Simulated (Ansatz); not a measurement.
Reaction (substitution at a C–Al bond): `C[S][Al]([CH3])[Cl]` + `[OH][AlH][SH]` → `C[S][AlH][OH]` + `C[S][AlH][Cl]`

Gas-phase electronic energies from Ansatz, PBE0-D4/def2-TZVP geometries. CBS: MP2 limit from def2 TZ/QZ plus the TZ coupled-cluster correction, frozen cores. Functionals use def2-TZVPP. One conformer a species, not always the lowest.

`C[S][Al]([CH3])[Cl]`:

Cartesian coordinates in Å:
```
C 1.511 1.667 -1.091
S 1.095 -0.106 -1.038
Al -0.500 -0.260 0.417
C -1.314 -1.961 0.850
Cl -1.150 1.508 1.363
H 1.335 2.034 -2.101
H 0.912 2.241 -0.387
H 2.566 1.779 -0.845
H -2.387 -1.941 0.638
H -1.200 -2.184 1.914
H -0.868 -2.778 0.279
```

`[OH][AlH][SH]`:

```xyz
6

O    -0.114    1.498    0.167
Al   -0.115   -0.103    0.707
S     0.212   -1.791   -0.642
H     0.023    1.790   -0.732
H    -0.359   -0.375    2.233
H     0.353   -1.020   -1.733
```

`C[S][AlH][OH]`:

```xyz
9

C     1.583    0.490   -0.639
S     0.856   -0.466    0.734
Al   -1.258   -0.239    0.288
O    -2.434   -0.949    1.272
H     0.817    0.896   -1.300
H     2.166    1.311   -0.225
H     2.237   -0.165   -1.213
H    -1.715    0.596   -0.967
H    -2.253   -1.472    2.051
```

`C[S][AlH][Cl]`:

```xyz
8

C    -0.288   -1.354    0.349
S    -0.600    0.277    1.103
Al    0.315    1.560   -0.372
Cl    0.269    3.625   -0.042
H     0.252   -1.271   -0.595
H     0.301   -1.951    1.043
H    -1.244   -1.844    0.170
H     0.996    0.958   -1.657
```

```tsv
level	ΔE (kJ/mol)
B97M-V	65.3
r2SCAN0-D4	73.2
revPBE	66.6
PBE0	68.8
```

What does CCSD(T)/CBS give? (An estimate is asked.)

Ansatz gave: +70.9 kJ/mol. The listed levels differ from it by -5.6, 2.3, -4.3, -2.1 kJ/mol.

Largest T1 diagnostic among the species: 0.012.

Leaving LDA and LC-ωPBE aside and taking each functional with its dispersion term where it has one, the values, not all of them listed here, spread over 8.6 kJ/mol, from revPBE-D4 to r2SCANh-D4. In def2-TZVPP, CCSD(T) changes the Hartree–Fock value by +6.4 kJ/mol (the triples alone add −0.3 kJ/mol) and MP2 by +7.9 kJ/mol.
